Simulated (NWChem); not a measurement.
Correlation energy of BCl

```xyz
2

B      0.0000     0.0000    -1.3285
Cl     0.0000     0.0000     0.3907
```
Charge 0, spin multiplicity 1.

The numbers come from NWChem runs, not from measurements. Structure: optimised with PBE0/def2-SVP, a minimum by its harmonic frequencies.

Basis set: cc-pVTZ. Each correlation energy counts from its own Hartree-Fock reference.

The correlated methods keep 6 core orbitals frozen. The structure started from a generated list of species. Coupled-cluster values serve here as a point of comparison, not as the truth.

For the correlation energy, RI-MP2 gives -259.5 mHa and MP2 gives -259.5 mHa. What do SCS-MP2, CR-CCSD[T], CR-CCSD(T) give?

SCS-MP2: -259.0 mHa; CR-CCSD[T]: -300.0 mHa; CR-CCSD(T): -299.7 mHa.
